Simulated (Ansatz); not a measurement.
Isolated molecules relaxed with PBE0-D4/def2-TZVP in Ansatz; ΔE leaves out vibrations. CCSD(T)/CBS is the MP2 limit (def2-TZVPP, def2-QZVPP) plus CCSD(T) − MP2 in def2-TZVPP, frozen cores. This one scheme is used for every species. DFT in def2-TZVPP. B3LYP here is the variant with VWN-RPA as its local correlation; programs differ in this. HSE06 is defined as in plane-wave codes. def2 core potentials past Kr. For Br, Hf outer-core shells are correlated without core-valence functions, which leaves a few kJ/mol of doubt a bond. Scalar relativity is left out up to krypton. One conformer a species, not always the lowest.

Reaction (ligand exchange at the Hf–C bond): `[CH3][Hf]([OH])([F])[Br]` + HCl → `[OH][Hf]([F])([Cl])[Br]` + CH₄

| level | ΔE (kJ/mol) | difference from CCSD(T)/CBS |
| --- | --- | --- |
| LDA (SPW92) | -197.6 | 5.1 |
| PBE-D4 | -201.3 | 1.4 |
| revPBE-D4 | -201.9 | 0.8 |
| BLYP-D4 | -205.3 | -2.6 |
| r2SCAN-D4 | -210.2 | -7.5 |
| B97M-V | -214.0 | -11.3 |
| B3LYP-D4 | -207.9 | -5.2 |
| r2SCANh-D4 | -210.3 | -7.6 |
| r2SCAN0-D4 | -210.5 | -7.8 |
| HSE06-D4 | -204.8 | -2.1 |
| BHLYP-D4 | -213.6 | -10.9 |
| CAM-B3LYP-D4 | -207.8 | -5.1 |
| ωB97X-V | -206.4 | -3.7 |
| ωB97M-V | -204.6 | -1.9 |
| B2PLYP | -209.8 | -7.1 |
| PBE-QIDH | -208.9 | -6.2 |
| revPBE | -202.2 | 0.5 |
| r2SCAN | -210.5 | -7.8 |
| PBE0 | -205.1 | -2.4 |
| B3LYP | -208.2 | -5.5 |
| r2SCANh | -210.6 | -7.9 |
| r2SCAN0 | -210.8 | -8.1 |
| BHLYP | -213.3 | -10.6 |
| CAM-B3LYP | -208.1 | -5.4 |
| LC-ωPBE | -204.7 | -2.0 |
| RPA@PBE/def2-TZVPP | -196.6 | 6.1 |
| HF/def2-SVP | -227.9 | -25.2 |
| MP2/def2-SVP | -216.2 | -13.5 |
| CCSD/def2-SVP | -211.7 | -9.0 |
| CCSD(T)/def2-SVP | -212.6 | -9.9 |
| HF/def2-TZVPP | -221.2 | -18.5 |
| MP2/def2-TZVPP | -207.8 | -5.1 |
| SCS-MP2/def2-TZVPP | -207.4 | -4.7 |
| CCSD/def2-TZVPP | -202.0 | 0.7 |
| CCSD(T)/def2-TZVPP | -202.3 | 0.4 |
| MP2/def2-QZVPP | -208.0 | -5.3 |
| SCS-MP2/def2-QZVPP | -207.6 | -4.9 |
| HF/CBS(def2) | -220.9 | -18.2 |
| MP2/CBS(def2) | -208.2 | -5.5 |
| CCSD/CBS(def2) | -202.4 | 0.3 |
| CCSD(T)/CBS | -202.7 | 0 |

Largest T1 diagnostic among the species: 0.014.

Leaving LDA and LC-ωPBE aside and taking each functional with its dispersion term where it has one, the values spread over 12.7 kJ/mol, from B97M-V to PBE-D4. LDA lies +4.0 kJ/mol from PBE without D4. At CCSD(T), def2-SVP lies −9.9 kJ/mol from the extrapolated value and def2-TZVPP +0.4 kJ/mol.
